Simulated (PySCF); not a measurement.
## Assigning NMR signals

Bonds (- single, = double, # triple, : aromatic): C1-Si2, Si2-C3, C3=C4, C4-Si5, C4-C6, C6-F7, C6-F8, C6-F9. C1 carries H10, H11, H12; Si2 carries H13, H14; C3 carries H15; Si5 carries H16, H17, H18. Stereochemistry as in C[SiH2]/C=C(\[SiH3])C(F)(F)F.

In vacuum, non-relativistic Hamiltonian, single conformer, rapidly exchanging positions averaged. GIAO PBE0/pcSseg-1 shieldings; structure optimised with GFN2-xTB; PySCF 2.14.0 with density-fitted response routines.

Referencing at the same level of theory: TMS for 13C, 1H.

Q: Assign these signals to the numbered atoms. 13C{1H} NMR (computed): δ 155.9, 149.7, 133.4, -6.7.

A: 
```tsv
δ (ppm)	atoms	environment	reason
155.9	C3	alkene CH	the olefinic region
149.7	C4	fully substituted alkene carbon	an sp2 carbon of a C=C bond
133.4	C6	CF3 carbon	3 electronegative neighbours deshield it
-6.7	C1	methyl carbon bonded to Si	an electropositive neighbour leaves it electron-rich and shielded
```

Q: Assign these signals to the numbered atoms. 1H NMR (500 MHz, computed): δ 7.88 (m, 1H), 4.53 (m, 2H), 4.33 (s, 3H), 0.34 (t, 3H).

A: 
| δ (ppm) | atoms | environment | reason |
| --- | --- | --- | --- |
| 7.88 | H15 | hydrogen on an alkene CH | olefinic region |
| 4.53 | H13/H14 | hydrogen on a silicon bonded to 2 C | – |
| 4.33 | H16/H17/H18 | hydrogen on a silicon bonded to C | – |
| 0.34 | H10/H11/H12 | hydrogen on a methyl carbon bonded to Si | an electropositive neighbour shields it, as in TMS itself |

Splittings by 19F in the carbon and heteronuclear signals aren't shown, as no couplings were computed. Shifts are as computed. Against solution values, carbons near 30 ppm lie about +3 ppm off and those near 130 ppm about +5 ppm. Of 1211 compounds with measured shifts, 218 miss one by over three times the rms of a fit or turn the order of signals round; such compounds aren't used in these exercises. Multiplicities follow the n + 1 count of equivalent neighbours, as no J values were calculated; m marks all less simple cases, F and P coupling included.
